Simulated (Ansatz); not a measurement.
Consider the redistribution: `N[SiH2]P` + `C[O][Ge][S]C` → `CO[SiH2]P` + `C[S][Ge][NH2]`.

Calculated with Ansatz (gas phase, PBE0-D4/def2-TZVP geometries, no zero-point term in ΔE). CCSD(T)/CBS adds triple-zeta CCSD(T) − MP2 to the extrapolated MP2 energy (def2 sets, frozen cores). For Ge outer-core shells are correlated without core-valence functions, which leaves a few kJ/mol of doubt a bond. Scalar relativity is left out up to krypton. One conformer a species, not always the lowest.

| species | CCSD/CBS(def2) energy (Eh) |
| --- | --- |
| `N[SiH2]P` | -688.33041 |
| `C[O][Ge][S]C` | -2628.76250 |
| `CO[SiH2]P` | -747.45024 |
| `C[S][Ge][NH2]` | -2569.65507 |

Work out ΔE.

ΔE = (-747.45024) + (-2569.65507) − (-688.33041) − (-2628.76250) = -0.01240 Eh = -0.34 eV. CCSD(T)/CBS gives -0.32 eV.

Largest T1 diagnostic among the species: 0.015.

From PBE to PBE0 (25 % exact exchange), in def2-TZVPP and without D4, ΔE moves by −0.05 eV. In def2-TZVPP, CCSD(T) changes the Hartree–Fock value by +0.08 eV (the triples alone add +0.02 eV) and MP2 by +0.07 eV.
